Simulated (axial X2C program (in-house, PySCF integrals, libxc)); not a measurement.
**Outer orbitals of BeP⁻ at 1.961 Å, HF**

All values were computed with an in-house all-electron X2C program for linear molecules (integrals from PySCF). Spin-free means the one-electron spin-free X2C Hamiltonian; two-component (2c) means X2C with spin–orbit coupling and atomic mean-field two-electron Coulomb and Gaunt terms, so the difference of the two also holds small scalar two-electron terms. Basis: P dyall-av3z [9s8p3d2f], Be dyall-av3z [9s9p4d2f] (cores contracted in-house); Gaussian nuclei, density fitting, unrestricted open shells. Masses: P 30.974 u, Be 9.012 u.

The distance is close to the 2c PBE0 minimum; the highest filled and lowest empty levels are listed.

Spin-free orbitals, state M_S = 1, Λ = 1 (beyond evenly filled blocks: σα, π+α, π+β, π-α) (Löwdin shares):

```json
{"symmetry": "σα", "occupied": "yes", "ε (eV)": "-15.04", "atomic character": "61% P s, 17% Be p, 12% Be s"}
{"symmetry": "σβ", "occupied": "yes", "ε (eV)": "-12.54", "atomic character": "61% P s, 17% Be p, 13% Be s"}
{"symmetry": "σα", "occupied": "yes", "ε (eV)": "-5.22", "atomic character": "57% P p, 28% Be s, 5% Be p"}
{"symmetry": "σβ", "occupied": "yes", "ε (eV)": "-3.91", "atomic character": "68% P p, 15% Be s, 6% Be p"}
{"symmetry": "π+α", "occupied": "yes", "ε (eV)": "-3.10", "atomic character": "68% P p, 19% Be p, 8% Be d"}
{"symmetry": "π-α", "occupied": "yes", "ε (eV)": "-3.10", "atomic character": "68% P p, 19% Be p, 8% Be d"}
{"symmetry": "σα", "occupied": "yes", "ε (eV)": "-2.75", "atomic character": "46% Be p, 22% Be s, 20% P p"}
{"symmetry": "π+β", "occupied": "yes", "ε (eV)": "-1.60", "atomic character": "65% P p, 23% Be p, 8% Be d"}
{"symmetry": "σβ", "occupied": "no", "ε (eV)": "2.46", "atomic character": "85% Be p, 13% Be s"}
{"symmetry": "σα", "occupied": "no", "ε (eV)": "2.48", "atomic character": "88% Be p, 9% Be s"}
{"symmetry": "π-β", "occupied": "no", "ε (eV)": "2.58", "atomic character": "100% Be p"}
{"symmetry": "π-α", "occupied": "no", "ε (eV)": "2.59", "atomic character": "100% Be p"}
{"symmetry": "π+α", "occupied": "no", "ε (eV)": "2.59", "atomic character": "100% Be p"}
```

Spinors with spin–orbit coupling (state Ω = 2):

| ω | occupied | ε (eV) | atomic character | λ mixture |
| --- | --- | --- | --- | --- |
| 1/2 | yes | -15.03 | 61% P s, 17% Be p, 12% Be s | 100% σ |
| -1/2 | yes | -12.54 | 61% P s, 17% Be p, 13% Be s | 100% σ |
| 1/2 | yes | -5.22 | 56% P p, 28% Be s, 5% Be p | 100% σ |
| -1/2 | yes | -3.90 | 68% P p, 15% Be s, 6% Be p | 100% σ |
| -1/2 | yes | -3.11 | 68% P p, 19% Be p, 8% Be d | 100% π |
| 3/2 | yes | -3.08 | 68% P p, 20% Be p, 8% Be d | 100% π |
| 1/2 | yes | -2.74 | 46% Be p, 22% Be s, 20% P p | 100% σ |
| 1/2 | yes | -1.61 | 65% P p, 23% Be p, 8% Be d | 100% π |
| -1/2 | no | 2.47 | 87% Be p, 12% Be s | 100% σ |
| 1/2 | no | 2.48 | 90% Be p, 8% Be s | 100% σ |
| -3/2 | no | 2.58 | 100% Be p | 100% π |
| -1/2 | no | 2.59 | 100% Be p | 100% π |
| 3/2 | no | 2.59 | 100% Be p | 100% π |

Mulliken charges and populations of the two-component result (they depend on the basis, above all on diffuse functions):

P -1.06 e (s 5.96 p 10.05 d 0.04), Be 0.06 e (s 2.88 p 1.00 d 0.05 f 0.01). ⟨Lz⟩ = 1.00 ħ and ⟨Sz⟩ = 1.00 ħ (0.55 and 0.45 on the two atoms), which add up to Ω.

The state is a single determinant with fixed occupations, the lowest that a limited PBE0 search found. Other states lie close and PBE0, whose exact exchange favours high spin, may order them wrongly; the determinant shown need not be the ground state. The nearest other spin-free determinant of the search, M_S = 0, Λ = 1, lies 0.04 eV up at the distance of the search. With several unpaired electrons one determinant need not be a pure state. A state of lower Ω lies just above, and one determinant can place such states too high, so the state shown need not be the lowest. The search has Ω = 1 only 0.04 eV up. Open-shell Ω = 0 determinants with evenly filled partner blocks cannot be reached by this program, so the Ω shown need not be the lowest component.
